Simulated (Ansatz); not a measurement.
Input file for C$_{3}$H$_{3}$F$_{2}$I, SMILES `FC(F)/C=C/I`:

```yaml
crystal:
  periodic: [false, false, false]
  atoms:
    - {symbol: F, position_ang: [0.369403, -2.120004, 0.327670]}
    - {symbol: C, position_ang: [0.797274, -0.838367, 0.181723]}
    - {symbol: F, position_ang: [1.873134, -0.878443, -0.647630]}
    - {symbol: C, position_ang: [-0.279769, -0.006266, -0.419621]}
    - {symbol: C, position_ang: [-0.749562, 1.055527, 0.211149]}
    - {symbol: I, position_ang: [-2.242338, 2.277331, -0.533726]}
    - {symbol: H, position_ang: [1.131242, -0.475434, 1.158701]}
    - {symbol: H, position_ang: [-0.644184, -0.325371, -1.390312]}
    - {symbol: H, position_ang: [-0.381300, 1.368628, 1.181046]}
basis:
  gaussian: {orbitals: def2-TZVPP}
correlation: {method: ccsd_t}
```

```sh
$ ansatz run in.yaml --threads 4 --pin off --events-out ev --progress --plain --max-ram 10444MiB
```

The program prints (abridged):

```
Functional definition: HF
1716 factors; integrals over basis functions are off by at most 8.4e-4 eV
mean field evaluation 1: about -16622.5505 eV, gradient 3.7e1 eV
mean field evaluation 2: about -16622.7838 eV, gradient 3.7e1 eV
mean field evaluation 4: about -16625.8956 eV, gradient 4.0e0 eV
mean field evaluation 8: about -16625.9581 eV, gradient 3.6e-1 eV
mean field evaluation 16: about -16625.9590 eV, gradient 2.2e-6 eV
mean field -16625.95897592 eV, -610.9927228853 hartree, gradient 2.2e-6 eV, S^2 0.000000; 0 other end points of the search recorded, 0 dependent functions left out
9 core orbitals not correlated: weight in the atoms' cores, before any rotation towards them, 1.000 or more for the frozen orbitals, at most 0.000 for the correlated occupied ones
reference -16625.95897592 eV, -610.9927228853 hartree; 23, 23 occupied and 215, 215 virtual orbitals, 1716 factors
second order -40.06690254 eV of doubles, -0.00000000 eV of singles
cycle   1  -38.72404197 eV  change     1.3e0 eV  update   1.3e-1
cycle   2  -39.61967628 eV  change   -9.0e-1 eV  update   3.8e-2
cycle   3  -39.79514494 eV  change   -1.8e-1 eV  update   1.8e-2
cycle   4  -39.76834136 eV  change    2.7e-2 eV  update   4.7e-3
cycle   5  -39.76518694 eV  change    3.2e-3 eV  update   2.2e-3
cycle   6  -39.76835876 eV  change   -3.2e-3 eV  update   7.0e-4
cycle   7  -39.76842696 eV  change   -6.8e-5 eV  update   2.7e-4
cycle   8  -39.76812881 eV  change    3.0e-4 eV  update   1.1e-4
cycle   9  -39.76810740 eV  change    2.1e-5 eV  update   4.4e-5
perturbative correction -1.33688494 eV, -0.0491296153 hartree
Total energy: -16667.06396826 eV, -612.5033034918 hartree
```

It took 76 s on 4 threads of an Intel Xeon 6975P-C on a shared host, with 6.7 GiB of host memory at the peak.

The correlation energy is -41.105 eV, 3.3 % of it from (T); the T1 diagnostic reads 0.0109.
